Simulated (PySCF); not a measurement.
# Where the electron goes

Compound: n-SiGeGeSiH10.
Structure used (PBE0-D3(BJ)/def2-SVP), in Å, numbered top down from 1:
```xyz
14
Ge2H10Si2 angstrom
Si     2.9820    0.2124    0.4905
Ge     0.8368   -0.8134    0.3495
Ge    -0.8316    0.7921   -0.3728
Si    -2.9913   -0.2096   -0.4649
H      2.9446    1.3054    1.5096
H      3.3390    0.8019   -0.8362
H      4.0336   -0.7762    0.8796
H      0.4267   -1.3821    1.7235
H      0.8733   -1.9856   -0.6525
H     -0.4339    1.3399   -1.7589
H     -0.8446    1.9783    0.6141
H     -3.3465   -0.7407    0.8869
H     -4.0317    0.7778   -0.8869
H     -2.9759   -1.3440   -1.4383
```

Computed, not measured: PySCF 2.14.0, density-fitted response routines, TDDFT CAM-B3LYP/def2-SVPD, vertical, gas phase, core orbitals frozen in the response. Relativistic effects, spin–orbit coupling among them, are left out although an element past zinc is present.

Kohn–Sham orbitals with the atoms that hold most of them (Löwdin shares over 4%, at most four atoms; ? is withheld):

| orbital | ε (eV) | atoms |
| --- | --- | --- |
| HOMO-3 | -10.57 | Ge3 20%, Ge2 20%, H8 11%, H11 11% |
| HOMO-2 | -10.08 | Ge2 19%, Ge3 19%, Si1 16%, Si4 16% |
| HOMO-1 | -9.70 | ? |
| HOMO | -8.72 | ? |
| LUMO | ? | Ge2 17%, Ge3 17%, Si4 16%, Si1 16% |
| LUMO+1 | 0.71 | Ge3 20%, Ge2 20%, Si4 11%, Si1 11% |
| LUMO+2 | 0.86 | Ge2 16%, Ge3 16%, Si1 16%, Si4 15% |

Task: Give the leading atoms of the HOMO-1.

Result: Ge3 (bonded to Ge, Si and 2 H) 25%; Ge2 (bonded to Ge, Si and 2 H) 25%; H11 (bonded to Ge) 8%; H8 (bonded to Ge) 7%. By element: germanium 50%, hydrogen 15% or more.

Task: Which atoms hold the HOMO, and with what shares?

Result: Ge2 (bonded to Ge, Si and 2 H) 25%; Ge3 (bonded to Ge, Si and 2 H) 25%; Si1 (bonded to Ge and 3 H) 15%; Si4 (bonded to Ge and 3 H) 15%. By element: germanium 50%, silicon 31%.

Task: What is the LUMO energy, and the HOMO–LUMO gap?

Result: ε(LUMO) = 0.44 eV; the gap is 9.16 eV (0.3365 hartree).

Task: The HOMO–LUMO gap is 9.16 eV. Where does the response calculation put the lowest singlet, and from which orbitals?

Result: S1 is at 6.54 eV (f = 0.867), 2.62 eV below the gap, made of HOMO→LUMO (88%). 

Task: Give energy, strength and leading configuration of S1, S2 and S7, and follow the Löwdin shares of the leading atoms from the occupied to the empty orbital.

Result: 
- S1 (6.54 eV, f 0.867), HOMO→LUMO (88%): Ge2 25% → 17%, Ge3 25% → 17%
- S2 (6.68 eV, f 0.0000), HOMO→LUMO+1 (96%): Ge2 25% → 20%, Ge3 25% → 20%
- S7 (7.33 eV, f 0.140), HOMO-1→LUMO (81%): Ge3 25% → 17%, Ge2 25% → 17%

Hardware: one thread of an Intel Xeon at 2.50 GHz, on a shared host. Cost: 2.3 min wall (with the writing of density and orbital grids), 1.0 GiB resident at most.

One conformer stands for the species.
